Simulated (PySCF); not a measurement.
Relaxation of triplet CaO₂

Computed with UPBE/[Ca def2-TZVP, O def2-TZVP], no relativity, density fitting, PySCF. A (50,194) grid was used.

A start displaced from a saddle point along its imaginary mode, of C∞v symmetry, held to at least that symmetry:

```xyz
3
charge 0 multiplicity 3, angstrom
Ca    0.0000    0.0000    0.0961
O     0.0000    0.0000    1.8898
O     0.0000    0.0000   -2.1298
```

Task: What does it relax to?

Result: It ends at C∞v with Ca–O 1.960 Å, Ca–O 2.079 Å; O–Ca–O 180.0° (after a last refinement on a finer grid). A frequency run shows a minimum. Other isomers or separated fragments may lie lower.

Task: How much energy is released, and in how many steps?

Result: 21.5 kJ/mol in 6 steps.
